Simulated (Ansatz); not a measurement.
Input file for Ansatz (a quantum-chemistry and plane-wave program): R-r2SCAN/def2-TZVPP on FH3Si (SMILES F[SiH3]), atoms moved off the minimum.

Ansatz 0.2 input:
```yaml
crystal:
  periodic: [false, false, false]
  atoms:
    - {symbol: Si, position_ang: [-0.52738612, -0.03187015, -0.12967385]}
    - {symbol: F, position_ang: [1.02301953, 0.03749139, 0.26855903]}
    - {symbol: H, position_ang: [-0.94914049, 1.44134106, -0.61184804]}
    - {symbol: H, position_ang: [-0.62823607, -0.99331698, -1.28048589]}
    - {symbol: H, position_ang: [-1.29888050, -0.29121543, 1.06791952]}
basis:
  gaussian:
    orbitals: def2-TZVPP
hamiltonian:
  xc: {name: r2SCAN}
scf: {lower_state_search: off}
output: {forces: true}
```

The head of its log:

```
WARN ansatz: RAYON_NUM_THREADS=1 ignored (pool sized by the plan → 1); use --threads N
Functional definition: r2SCAN
these checks for a lower state are left out or cut short: stability, starts, cluster_reference, orbital_swaps, neighbouring_geometries, increment
integrals: 0.03 GiB planned
621 factors; their error is unknown
mean field: 0.28 GiB planned
mean field evaluation 1: about -10642.6860 eV, gradient 3.2e1 eV
mean field evaluation 2: about -10639.6680 eV, gradient 5.8e1 eV
```

Task: Predict the final total energy.

Result: -391.1651 hartree.
